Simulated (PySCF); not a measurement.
Geometry:
```tsv
atom	x (Å)	y (Å)	z (Å)
B1	-2.150	1.527	-0.459
O2	-3.000	0.483	-0.623
C3	-2.582	-0.834	-0.329
C4	-1.078	-0.976	-0.450
C5	-0.397	0.109	0.376
C6	1.084	0.120	0.212
C7	1.965	1.073	-0.204
C8	3.259	0.461	-0.140
C9	3.055	-0.808	0.308
O10	1.736	-1.021	0.523
O11	-0.883	1.387	0.022
H12	-2.529	2.633	-0.750
H13	-3.100	-1.514	-1.022
H14	-2.914	-1.093	0.693
H15	-0.770	-0.864	-1.503
H16	-0.747	-1.969	-0.112
H17	-0.629	-0.068	1.446
H18	1.709	2.083	-0.509
H19	4.216	0.911	-0.394
H20	3.715	-1.645	0.517
```

- shielding tensors at PBE/pcSseg-2 (GIAO)
- coordinates at the PBE0-D3(BJ)/def2-SVP level
- run in PySCF 2.14
- a single conformation, isolated molecule, non-relativistic

Chemical shifts δ = σref − σ; 13C (179.39 ppm), 1H (31.18 ppm) vs TMS; 11B (92.70 ppm) vs BF3·OEt2; 17O (327.88 ppm) vs H2O, all at this level.

```tsv
atoms	nucleus	count	δ (ppm)
C5	13C	1	75.8
C8	13C	1	117.5
C6	13C	1	163.7
H13	1H	1	4.16
O11	17O	1	152.6
H18	1H	1	6.58
C4	13C	1	?
H16	1H	1	2.43
C9	13C	1	?
H20	1H	1	7.41
H17	1H	1	?
B1	11B	1	22.1
H19	1H	1	6.52
O10	17O	1	?
C7	13C	1	111.4
H14	1H	1	4.25
H12	1H	1	4.42
C3	13C	1	66.9
O2	17O	1	?
H15	1H	1	?
```

Estimate the values marked ?.

## Answers


- C9: 146.4 ppm, aromatic CH next to the ring oxygen
- C4: 38.6 ppm, sp3 CH2 in a ring; saturated and bonded to C and H only
- H17: 5.33 ppm, hydrogen on an sp3 CH bonded to O, on an aromatic ring; its carbon carries O, an electronegative neighbour
- H15: 1.74 ppm, hydrogen on an sp3 CH2 in a ring
- O10: 300.9 ppm, aromatic ring oxygen
- O2: 143.5 ppm, oxygen bonded to C, B, in a 6-membered ring

Hydrogens on boron are broadened and split by 11B (spin 3/2, 80 %) and 10B (spin 3). Shifts are as computed, not scaled to solution data. Of 1313 compounds with measured shifts, 239 miss one by over three times the rms of a fit or turn the order of signals round; such compounds aren't used in these exercises. Unscaled 17O shifts of doubly bonded oxygen tend to come out too high, by tens of ppm or more. Experimental scales use liquid or dissolved standards, which lie at an offset from isolated H2O (liquid H2O: subtract about 36 ppm).
